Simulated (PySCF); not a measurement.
Gas-phase reaction: CH₃GeH₃ + 3 C₄H₆ (butadiene) ⇌ Ge(CH₃)₄ + 3 C₃H₄ (propyne)

Energies from PySCF, thermal terms from the rigid-rotor harmonic-oscillator model, ideal gas at 1 bar. † marks an energy on the PBE0/def2-TZVP geometry and frequencies; other levels use their own. MP2 and CCSD(T) freeze the core. 6-31G* has spherical d functions here. All species are closed-shell singlets. B3LYP is the form with VWN-RPA correlation. Ge: all electrons, no relativistic terms. MP2 isn't extrapolated to the basis-set limit. CCSD(T) isn't extrapolated to the basis-set limit.

| level | ΔH°(298 K), kJ |
|---|---|
| B3LYP/def2-TZVP† | 109 |
| BLYP/def2-TZVP† | 117 |
| CCSD(T)/def2-SVP† | 117 |
| HF/6-31G* | (withheld) |
| MP2/def2-SVP† | (withheld) |
| MP2/def2-TZVPP† | (withheld) |
| PBE/def2-TZVP† | (withheld) |
| PBE0/def2-SVP† | 125 |
| ωB97M-V/def2-TZVP† | 70 |
| ωB97X-V/def2-TZVP† | 74 |

Complete the blanks.


- HF/6-31G*, ΔH°(298 K), kJ: 107
- MP2/def2-SVP†, ΔH°(298 K), kJ: 62
- MP2/def2-TZVPP†, ΔH°(298 K), kJ: 21
- PBE/def2-TZVP†, ΔH°(298 K), kJ: 111
